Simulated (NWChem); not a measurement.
Molecule: C2H4F, doublet; SMILES C[CH]F

All runs: NWChem. Pople sets run with spherical d functions. Spin-unrestricted. Geometry: optimised at PBE-D3(BJ)/def2-SVP, spin-unrestricted. No stability test was run on the SCF state. Solvent water, SMD (1 M gas to 1 M solution), gas-phase geometry. Reactions with the solvent are ignored.

### Question
Estimate the computed values for M06-2X/6-31+G*. Quantities: solvation free energy (kcal/mol); cavity-dispersion-structure term (kcal/mol); dipole in solution (D).

### Answer
```yaml
solvation free energy (kcal/mol): 0.2
cavity-dispersion-structure term (kcal/mol): 3.4
dipole in solution (D): 2.25
```
